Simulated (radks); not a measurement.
The numbers below are computed, except where a source is named.
Neutral gold, 79 electrons, occupied as [Xe] 4f14 5d10 6s1 (the NIST ground configuration).

Code: a radial shooting solver on a logarithmic mesh with Libxc functionals. Model: scalar-relativistic Kohn-Sham, PBE, spin-polarised, spherical densities, point nucleus; open shells are filled with parallel spins first (spin-orbit coupling, left out, can overturn this in heavy ions).

Energy parts (eV):
part                       energy
total                  -517339.54
kinetic                 579003.06
electron-nucleus      -1287475.98
Hartree                 200991.82
exchange-correlation     -9858.43

Orbitals (lengths in bohr, moments of r in powers of bohr; r(max) is where P^2 peaks; r(90%) holds 90 % of the orbital's charge):
| orbital | occ. | eigenvalue (eV) | r(90%) | <r> | <1/r> | r(max) |
|---|---|---|---|---|---|---|
| 1s up | 1 | -80788.57 | 0.0308 | 0.01686 | 95.83 | 0.01041 |
| 1s down | 1 | -80788.55 | 0.0308 | 0.01686 | 95.83 | 0.01041 |
| 2s up | 1 | -14253.90 | 0.110 | 0.07111 | 22.46 | 0.06016 |
| 2s down | 1 | -14253.90 | 0.110 | 0.07111 | 22.46 | 0.06016 |
| 2p up | 3 | -12320.41 | 0.105 | 0.06424 | 19.97 | 0.04981 |
| 2p down | 3 | -12320.40 | 0.105 | 0.06424 | 19.97 | 0.04981 |
| 3s up | 1 | -3364.249 | 0.270 | 0.1838 | 8.326 | 0.1696 |
| 3s down | 1 | -3364.242 | 0.270 | 0.1838 | 8.326 | 0.1696 |
| 3p up | 3 | -2803.555 | 0.277 | 0.1851 | 7.592 | 0.1690 |
| 3p down | 3 | -2803.548 | 0.277 | 0.1851 | 7.592 | 0.1690 |
| 3d up | 5 | -2205.271 | 0.260 | 0.1677 | 7.145 | 0.1376 |
| 3d down | 5 | -2205.267 | 0.260 | 0.1677 | 7.145 | 0.1376 |
| 4s up | 1 | -730.1898 | 0.583 | 0.4070 | 3.568 | 0.3826 |
| 4s down | 1 | -730.1811 | 0.583 | 0.4070 | 3.568 | 0.3826 |
| 4p up | 3 | -546.3808 | 0.629 | 0.4335 | 3.221 | 0.4028 |
| 4p down | 3 | -546.3696 | 0.629 | 0.4335 | 3.221 | 0.4028 |
| 4d up | 5 | -325.8723 | 0.684 | 0.4584 | 2.886 | 0.4103 |
| 4d down | 5 | -325.8586 | 0.684 | 0.4584 | 2.886 | 0.4103 |
| 5s up | 1 | -108.3390 | 1.33 | 0.9271 | 1.460 | 0.8478 |
| 5s down | 1 | -108.3370 | 1.33 | 0.9269 | 1.460 | 0.8479 |
| 4f up | 7 | -81.0969 | 0.801 | 0.4987 | 2.462 | 0.3756 |
| 4f down | 7 | -81.0824 | 0.801 | 0.4987 | 2.462 | 0.3756 |
| 5p up | 3 | -59.7623 | 1.56 | 1.074 | 1.236 | 0.9529 |
| 5p down | 3 | -59.7400 | 1.56 | 1.072 | 1.237 | 0.9529 |
| 5d up | 5 | -6.9889 | 2.60 | 1.630 | 0.8210 | 1.218 |
| 5d down | 5 | -6.7014 | 2.55 | 1.608 | 0.8305 | 1.213 |
| 6s up | 1 | -6.0818 | 4.31 | 2.855 | 0.4454 | 2.323 |
| 6s down | 0 | -5.3679 | 4.36 | 2.872 | 0.4444 | 2.312 |

The highest occupied level is 6s up at -6.082 eV. The density falls to 0.001 e/bohr^3 at r = 4.27 bohr. Summed over all electrons, <r^2> = 59.99 bohr^2, which gives a Langevin (diamagnetic) susceptibility term of -47.5 x 10^-6 cm^3/mol. For comparison, the ionisation energy in NIST's Atomic Spectra Database is 9.226 eV (measured). In exact Kohn-Sham theory the highest level is minus the ionisation energy, but local and semilocal functionals leave it too shallow, through self-interaction and a potential that decays too fast; potentials with the right tail come closer. Spin moment in Bohr magnetons: 1.
